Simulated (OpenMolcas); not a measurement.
## O: effect of the active space

```
Program             : OpenMolcas 26.06
Method              : CASSCF or its RAS form
Basis               : ANO-RCC-VTZP
Scalar Hamiltonian  : DKH2, point nucleus
Spin-orbit coupling : RASSI with atomic mean-field integrals over the reference wave functions, term energies averaged over their components
```

A. 4 electrons in 3 orbitals (2p); 2S+1 = 3 even, 3 roots; 2S+1 = 1 even, 6 roots; cost of the order of 2.7 core-seconds
B. 6 electrons in 4 orbitals (2s 2p); 2S+1 = 3 even, 3 roots; 2S+1 = 1 even, 6 roots; cost roughly 7 core-seconds
C. 6 electrons in 8 orbitals (2s 2p 3s 3p); 2S+1 = 3 even, 3 roots; 2S+1 = 1 even, 6 roots; cost about 24 core-seconds
D. 6 electrons in 9 orbitals (RAS2 2s 2p; RAS3 3d, at most 2 electrons); 2S+1 = 3 even, 3 roots; 2S+1 = 1 even, 6 roots; cost roughly 26 core-seconds

Energies in eV above 2s2 2p4 3P2, the measured ground level; measured values from NIST Handbook of Basic Atomic Spectroscopic Data.

| Level | A | B | C | D | Measured |
| --- | --- | --- | --- | --- | --- |
| 2s2 2p4 3P2 | 0.0000 | 0.0000 | 0.0000 | 0.0000 | 0.0000 |
| 2s2 2p4 3P1 | 0.0185 | 0.0185 | 0.0174 | 0.0184 | 0.0196 |
| 2s2 2p4 3P0 | 0.0276 | 0.0276 | 0.0259 | 0.0274 | 0.0281 |
| 2s2 2p4 1D2 | 2.1949 | 2.1944 | 2.1837 | 2.1360 | 1.9674 |
| 2s2 2p4 1S0 | 5.4407 | 3.9660 | 3.7752 | 4.5071 | 4.1897 |

Deviations, from unrounded energies. A percentage is the sum of absolute deviations over the sum of measured energies, with the sign that they share, or ± where signs differ.

| Against measurement | Levels | A | B | C | D |
| --- | --- | --- | --- | --- | --- |
| mean absolute deviation (cm-1) | 4 | 3000 | 910 | 1300 | 980 |
| fine structure of the ground term (%) | 2 | -3.5 | -3.6 | -9.4 | -4.1 |
| other terms of the ground configuration (%) | 2 | +24.0 | ±7.3 | ±10.2 | +7.9 |

B lies closest to measurement on these levels and A furthest from it. The largest miss of B in the table is 2s2 2p4 1D2, by +1800 cm-1. The ranking rests on the paired levels alone, and a cruder setting can come out closer through cancelling errors.

Among A to D the level of the table that moves most is 2s2 2p4 1S0, by 13000 cm-1 (lowest in C, highest in A).

Without dynamic correlation excited terms often stand tens of per cent too high (terms of higher spin than the ground term too low), and those without a measured partner can miss by more than the paired ones. With the s shell closed, the reference lacks s² → p² mixing (holds for A). Active for correlation alone: 3p 3s; no level in the range computed is led by a configuration that fills them, so any true level of that kind is missing (holds for C). Active for correlation alone: 3d; no level in the range computed is led by a configuration that fills it, so any true level of that kind is missing (holds for D). Measured partners are found by configuration, term and J. A level has none where our copy of the source lacks it or the pairing is in doubt (some pairs that miss far off the trend of their configuration count as doubtful), and it then counts in no deviation. Only configurations of the active space appear.
